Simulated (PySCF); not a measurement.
[(E)-2-germylethenyl]germane (C2H8Ge2), SMILES [GeH3]/[CH]=[CH]/[GeH3].

Coordinates come from a PBE0-D3(BJ)/def2-SVP optimisation.

These are PBE/def2-TZVP (PySCF) values and carry that method's errors.

Isolated molecule, no solvent.

Problem. Estimate the frontier levels, gap, dipole moment and polarisability. (Estimate from the structure and the level; the computed values follow.)

Solution. 
```yaml
highest_occupied_level: -6.81 eV
lowest_empty_level: -1.68 eV
orbital_gap: 5.12 eV
dipole_moment: 0.00 D
quadrupole, principal values (traceless, Buckingham form, about the centre of nuclear charge): -1.84, -1.35, 3.20 D·Å
mean_static_polarisability: 93.3 bohr³ (13.82 Å³)
polarisability_principal_values: 71.3, 78.9, 129.6 bohr³
```
